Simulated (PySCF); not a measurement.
CHN, charge +1, doublet, at a GFN2-xTB geometry (a state made from the parent by changing its charge; the spin is typed, not shown lowest). Base run: BLYP/6-31G in PySCF.

Here is a job for PySCF.
```python
from pyscf import gto, scf, dft

mol = gto.M(
    atom='''
C    -0.000000   -0.000000   -0.483127
N     0.000000    0.000000    0.641659
H    -0.000000   -0.000000   -1.592853
''',
    basis='6-31g',
    charge=1,
    spin=1,
    verbose=4,
)

mf = dft.UKS(mol)
mf.xc = 'blyp'
mf.kernel()
```

Variants of this job, named by their change:

```tsv
change	E (Eh)	HOMO (eV)	<S^2>	core-seconds (rough)
base	-92.86573	-19.02	0.764	1
functional = blyp; dispersion = d3bjm	-92.86847	-19.02	0.764	1
functional = m06l	-92.85867	-18.96	0.752	2
functional = b3lyp; dispersion = d4	-92.87078	-20.20	0.751	1
functional = camb3lyp	-92.82064	-22.07	0.751	2
functional = pbe	-92.77050	-19.18	0.766	1
functional = lc_wpbe	-92.79359	-23.56	0.751	2
functional = mn12l	-92.78724	-19.53	0.752	2
functional = wb97x	-92.84109	-23.16	0.751	1
functional = m062x	-92.82789	-22.32	0.751	2
functional = lda,vwn	-92.06316	-19.29	0.765	0.8
functional = b97m_v	-92.86204	-19.32	0.752	30
functional = revpbe	-92.86549	-19.12	0.767	1
```

Absolute energies of different levels of theory aren't comparable as measures of quality.

Open shells are given as the SCF converged; they aren't shown to be the lowest states, and a large step between rows can be another state.
